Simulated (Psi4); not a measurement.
C$_{6}$H$_{11}$O (SMILES [CH2]C(C)CC(C)=O), doublet, at a GFN2-xTB geometry. Base run: MP2/6-31G (Psi4).

Input for Psi4:
```
memory 2 GB

molecule mol {
0 2
  C    -1.656347    1.876442   -0.363741
  C    -0.952940    0.591430   -0.450077
  C    -1.883484   -0.591915   -0.199048
  C     0.214751    0.580778    0.603523
  C     1.132903   -0.586915    0.347033
  C     2.260856   -0.299956   -0.611774
  O     0.964630   -1.670100    0.851572
  H    -2.481574    1.997734    0.310763
  H    -1.259498    2.750538   -0.843526
  H    -0.488133    0.492549   -1.439025
  H    -2.628390   -0.656162   -0.988712
  H    -2.397519   -0.472065    0.751764
  H    -1.323845   -1.522921   -0.170511
  H    -0.229661    0.491649    1.594774
  H     0.764972    1.518432    0.528165
  H     1.896416    0.241341   -1.481354
  H     2.739054   -1.225395   -0.921377
  H     2.996715    0.325908   -0.109032
}

set basis 6-31g
set reference uhf

energy('mp2')
print_variables()
```

Problem. The base was run again with changes. Order these runs by total energy, lowest first: method = mp2.5 | freeze_core = on | method = ccsd | method = mp3 | method = omp2.

Solution. method = ccsd (ΔE vs base (kcal/mol) -41.16), method = mp3 (ΔE vs base (kcal/mol) -24.50), method = mp2.5 (ΔE vs base (kcal/mol) -12.25), method = omp2 (ΔE vs base (kcal/mol) -5.33), freeze_core = on (ΔE vs base (kcal/mol) 5.82)

Open shells are given as the SCF converged; they aren't shown to be the lowest states, and a large step between rows can be another state.
